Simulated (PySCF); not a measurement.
## Structure elucidation problem

Molecular formula: C4H7FO2Si. Simulated spectra:

¹H NMR (400 MHz, computed): δ 6.11 (m, 1H), 5.82 (m, 1H), 5.69 (m, 1H), 5.08 (m, 2H), 4.98 (d, 2H).

¹³C{¹H} NMR (computed): δ 183.6 (C), 141.2 (CH), 129.2 (CH2), 68.6 (CH2).

One conformer, non-relativistic Hamiltonian, in vacuum, one averaged value for each set of equivalent atoms. Shielding tensors at PBE0/pcSseg-1 (GIAO); structure optimised with GFN2-xTB; PySCF 2.14.

Referencing at the same level of theory: ¹H (31.72 ppm) and ¹³C (186.93 ppm) vs TMS.

Q: What is the structure?

A: 
- The formula gives 2 degrees of unsaturation (no ring in the answer).
- 4 carbon signals for 4 carbons: no two carbons are equivalent.
- Carbon types of the structure: 1 × C, 1 × CH, 2 × CH2, leaving 2 H on heteroatoms.
- δC 183.6: carbonyl carbon.
- δC 141.2: alkene CH; as expected for a trigonal carbon in a double bond.
- δC 129.2: terminal =CH2 carbon; as expected for a trigonal carbon in a double bond.
- δC 68.6: allylic sp3 CH2 bonded to O; deshielded by the electronegative neighbour.
- δH 6.11: hydrogen on an alkene CH; attached to an sp2 carbon and in the plane of the double bond.
- δH 5.82, 5.69: hydrogen on a terminal =CH2 carbon; a vinylic proton, deshielded by the sp2 carbon and the C=C anisotropy.
- δH 4.98: hydrogen on an allylic sp3 CH2 bonded to O; its carbon carries O, hence the downfield position.

These data were computed for `C=CCOC(=O)[SiH2]F`.

The data come from this structure; uniqueness wasn't tested.

Splittings by ¹⁹F in the carbon and heteronuclear signals aren't shown, as no couplings were computed. Shifts are as computed. Against solution values, carbons near 30 ppm lie about +3 ppm off and those near 130 ppm about +5 ppm. Of 1211 compounds with measured shifts, 218 miss one by over three times the rms of a fit or turn the order of signals round; such compounds aren't used in these exercises. No couplings were computed; multiplicities are counted from neighbouring protons, with m where these are inequivalent, close in shift, in a saturated or five-membered ring or joined by F or P, and br s for small geminal =CH2 splittings.
